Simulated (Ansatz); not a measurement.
This geometry of FH3Si + H5NSi (12 atoms, charge 0, multiplicity 1) is a first-order saddle point.

Level of theory: Ansatz, RHF/6-31G*.

```xyz
12
Properties=species:S:1:pos:R:3
Si -0.353 0.141 -0.062
F 0.081 -1.218 1.536
H 0.732 0.919 0.533
H -0.967 1.109 -1.024
H -0.088 -1.028 -0.901
N -1.820 -0.090 1.075
H -2.559 -0.583 0.599
Si -2.447 1.241 2.086
H -3.287 0.660 3.143
H -1.288 1.936 2.653
H -3.250 2.146 1.252
H -1.092 -0.833 1.601
```

(1) Which two structures does it join? (They come from a converged band through this point; their orientation in space is the band's.)

(2) How far does it lie above each of them?

## Answers

(1) Bonds broken: Si1–F2, N6–H12. Bonds formed: Si1–N6, F2–H12. FH3Si + H5NSi becomes FH + H7NSi2.

First end point:

```xyz
12
Properties=species:S:1:pos:R:3
Si 0.650 -0.024 -0.384
F 0.641 -0.902 0.956
H 1.989 -0.152 -0.982
H 0.391 1.380 -0.046
H -0.359 -0.550 -1.311
N -2.347 -0.122 1.470
H -2.944 -0.788 1.023
Si -3.050 1.221 2.302
H -3.796 0.882 3.537
H -1.965 2.145 2.679
H -3.999 1.888 1.389
H -1.549 -0.579 1.860
```

Last end point:

```xyz
12
Properties=species:S:1:pos:R:3
Si -0.449 0.417 -0.318
F -0.395 -1.662 2.520
H 0.652 1.011 0.455
H -0.833 1.349 -1.400
H -0.037 -0.859 -0.925
N -1.774 0.096 0.790
H -2.485 -0.489 0.387
Si -2.398 1.201 2.003
H -3.159 0.429 2.998
H -1.245 1.868 2.626
H -3.292 2.224 1.423
H -0.924 -1.184 1.933
```

(2) 2.13 eV above the first and 1.18 eV above the second. This is the barrier of this one path; another mechanism may lie lower. The orbitals stay closed-shell, which can raise the energy where a bond breaks towards radicals; this wasn't checked here.

Time of the run: 3.2 min on 1 thread of Arm Neoverse V2 (shared host), peak memory 0.16 GiB.
